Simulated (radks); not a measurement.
Coulomb parameter of the 5d shell of the tantalum ion Ta+ in the model configuration [Xe] 4f14 5d3 6s1, as a second difference U = [E(n + 0.5) + E(n - 0.5) - 2 E(n)] / (0.5)^2 with all orbitals relaxed. "Bare": the charge of the atom changes with n. "Screened": the 6s shell takes up the change at fixed total charge, which measures U(5d,5d) + U(6s,6s) - 2 U(5d,6s). All-electron calculation, Dirac Kohn-Sham, PBE, spin-unpolarised, spherical densities, finite nucleus; open shells are shared between the two j in proportion to 2j + 1; Fermi nuclear charge, rms radius 5.3507 fm. Program: a radial shooting solver on a logarithmic mesh with Libxc functionals.

case                   configuration  E - E(n) (eV)
start              [Xe] 4f14 5d3 6s1          0.000
bare +0.5        [Xe] 4f14 5d3.5 6s1         -4.173
bare -0.5        [Xe] 4f14 5d2.5 6s1          6.396
screened +0.5  [Xe] 4f14 5d3.5 6s0.5          0.641
screened -0.5  [Xe] 4f14 5d2.5 6s1.5         -0.480

U(bare) = 8.893 eV, U(screened by 6s) = 0.645 eV.
